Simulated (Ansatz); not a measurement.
`[AlH2][GeH3]`, relaxed with RKS PBE-D4/def2-SVP in Ansatz 0.2.0 from a rough embedded geometry. The force threshold is 0.03 eV/Å; the program also tests the step.

Charge 0, multiplicity 1.

Start:

```xyz
7

Al    0.100    0.435   -1.374
Ge   -0.177   -0.110    1.019
H    -0.768   -0.246   -2.394
H     1.587    0.661   -1.817
H     1.210   -0.439    1.658
H    -0.839    1.078    1.781
H    -1.114   -1.378    1.127
```

Problem. How much energy does the relaxation release, and in how many steps? (Estimate.)

Solution. The calculation gave: 31.51 kJ/mol, in 5 steps.

Problem. Which bonds change most? (Best estimate.)

Solution. Computed: Al1–H3 from 1.502 to 1.604 Å; Al1–H4 from 1.568 to 1.604 Å; Ge2–H7 from 1.581 to 1.556 Å; Al1–Ge2 from 2.469 to 2.482 Å.

Problem. Give the relaxed structure. (An estimate is asked.)

Solution. Ansatz gave: 
```xyz
7

Al    0.236    0.219   -1.407
Ge   -0.160   -0.182    1.011
H    -0.904   -0.129   -2.479
H     1.624    0.851   -1.903
H     1.144   -0.458    1.814
H    -0.815    1.069    1.673
H    -1.126   -1.369    1.291
```
